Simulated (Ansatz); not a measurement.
Molecule: 1,1,1-trifluoroethane, C2H3F3, net charge 0, singlet state. SMILES: FC(C)(F)F
Structure (B3LYP-D3(BJ)/def2-TZVP (Ansatz, a program for electronic structure) minimum search):
```xyz
8

C     -1.4757    -0.0186     0.0562
C      0.0246     0.0003    -0.0009
F      0.5756    -0.1412     1.2237
F      0.5104    -0.9973    -0.7704
F      0.4930     1.1584    -0.5135
H     -1.8076    -0.9670     0.4743
H     -1.8219     0.7996     0.6848
H     -1.8753     0.0980    -0.9493
```
Charge 0, spin multiplicity 1.

Quantity: enthalpy of formation at 298 K, in kcal/mol. Set-up: frozen cores in correlated levels; dispersion terms only where a functional's name holds one; LANL2DZ all-electron up to Ne; spin-orbit terms left out; non-relativistic; 6-311+G** with 5d; UHF or UKS for open shells; 6-31G* and kin with 6d, 5d where marked. CBS(X,Y): correlation extrapolated as X^-3; Hartree-Fock from the larger set (for Q and 5 zeta extrapolated as (X+1)exp(-9√X)). First-principles rows: single points at B3LYP-D3(BJ) geometries (Ansatz), with unscaled harmonic terms from B3LYP/6-31G* (Ansatz) at its own minima, enthalpies of formation by atomisation with measured atoms.

Measured values: CRC Handbook, as tabulated in the package chemicals; they hold spin-orbit and core effects, anharmonicity. 

Value to compare with, the measured value: -178.0 kcal/mol.

```csv
level,program,enthalpy of formation at 298 K (kcal/mol),error
PBE/STO-3G,Ansatz,-286.3,-108.3
PBE/3-21G,Ansatz,-203.2,-25.2
PBE/LANL2DZ,Ansatz,-152.5,25.5
PBE/6-31G*,Ansatz,-217.3,-39.3
PBE/def2-SVP,Ansatz,-221.0,-43.0
PBE/6-311+G**,Ansatz,-195.4,-17.4
PBE/def2-TZVPD,Ansatz,-203.1,-25.1
"CCSD(T)/CBS(cc-pVQZ,cc-pV5Z)",Ansatz,-179.5,-1.5
```

Among the 6 habitual levels, PBE/STO-3G lies farthest from the measured value (-108.3 kcal/mol) and PBE/6-311+G** nearest (-17.4); 1 of 6 lie above it, and their mean absolute error is 43.1 kcal/mol, the median 32.4. One case shows no general order.

The sets are all those run for this method; left out are runs that failed, that the program found above a lower state of the same kind, or whose <S^2> lies over 0.5 above the pure value.
